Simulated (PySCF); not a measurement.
A side-by-side comparison of computed properties.

First species: N-ethylethylenediamine, C₄H₁₂N₂.
Bonds: C1–C2, C2–N3, N3–C4, C4–C5, C5–N6. Hydrogens: H7, H8, H9 on C1; H10, H11 on C2; H12 on N3; H13, H14 on C4; H15, H16 on C5; H17, H18 on N6.

Second species: CH5GaS.
Z-matrix (Å and degrees, PBE0-D3(BJ)/def2-SVP geometry), rows numbered from 1:
```
C 
S   1  1.8255
Ga  2  2.1905  1  103.28
H   1  1.0987  2  111.87  3    -1.56
H   1  1.0985  2  108.84  3  -122.15
H   1  1.0985  2  108.97  3   119.13
H   3  1.5616  2  116.20  1  -179.56
H   3  1.5679  2  116.78  1     0.51
```

Levels: B3LYP/def2-SVPD for dipole moment, HOMO energy, LUMO energy, HOMO–LUMO gap, static isotropic polarisability and electronic spatial extent ⟨r²⟩ about the centre of nuclear charge; TDDFT B3LYP/def2-SVPD for lowest singlet excitation; TDA B3LYP/def2-SVPD for lowest triplet excitation (Tamm–Dancoff); ΔSCF B3LYP/def2-SVPD for vertical ionisation energy; PBE0-D3(BJ)/def2-SVP for rotational constant A and rotational constant C. Geometries: PBE0-D3(BJ)/def2-SVP. Each species is one conformer at its optimised geometry, gas phase, non-relativistic unless stated. Electronic properties by PySCF.

Dipoles, sizes and rotational constants follow the conformer. The torsions of the flexible species, by atom-mapped SMILES:
- `[CH3:1][CH2:2][NH:3][CH2:4][CH2:5][NH2:6]`: C1–C2–N3–C4 179°, C2–N3–C4–C5 81°, N3–C4–C5–N6 55°, H–N6–C5–C4 67°, H–N6–C5–C4 -46°

```json
{"property": "dipole moment", "column X": "1.44 D", "column Y": "2.31 D"}
{"property": "HOMO energy", "column X": "-6.94 eV", "column Y": "-6.32 eV"}
{"property": "LUMO energy", "column X": "-1.65 eV", "column Y": "0.34 eV"}
{"property": "HOMO–LUMO gap", "column X": "5.29 eV", "column Y": "6.66 eV"}
{"property": "lowest singlet excitation", "column X": "4.75 eV", "column Y": "5.71 eV"}
{"property": "lowest triplet excitation (Tamm–Dancoff)", "column X": "3.85 eV", "column Y": "5.52 eV"}
{"property": "static isotropic polarisability", "column X": "67.8 au", "column Y": "71.0 au"}
{"property": "vertical ionisation energy", "column X": "9.30 eV", "column Y": "8.47 eV"}
{"property": "electronic spatial extent ⟨r²⟩ about the centre of nuclear charge", "column X": "509 bohr²", "column Y": "837 bohr²"}
{"property": "rotational constant A", "column X": "15.088 GHz", "column Y": "6.971 GHz"}
{"property": "rotational constant C", "column X": "2.408 GHz", "column Y": "1.591 GHz"}
```

(1) Which column belongs to which species?

(2) How does each property change from the first species to the second?

Answers

(1) Column X is the second species and column Y the first. The first has 18 atoms and 50 electrons, the second 8 and 58.

(2) dipole moment -0.87 D; HOMO energy -0.62 eV; LUMO energy -1.99 eV; HOMO–LUMO gap -1.37 eV; lowest singlet excitation -0.96 eV; lowest triplet excitation (Tamm–Dancoff) -1.67 eV; static isotropic polarisability -3.2 au; vertical ionisation energy +0.83 eV; electronic spatial extent ⟨r²⟩ about the centre of nuclear charge -328 bohr²; rotational constant A +8.117 GHz; rotational constant C +0.817 GHz.

On the first: The principal polarisabilities are 64.2, 69.0 and 79.9 au; their mean is the isotropic value. No computed singlet falls in the visible range (750 to 380 nm, 1.65 to 3.26 eV); S1 lies 2.45 eV above its blue end.

On the second: The principal polarisabilities are 51.4, 66.0 and 86.1 au; their mean is the isotropic value. The calculation is non-relativistic and has no spin–orbit coupling, an omission that weighs most on gallium.
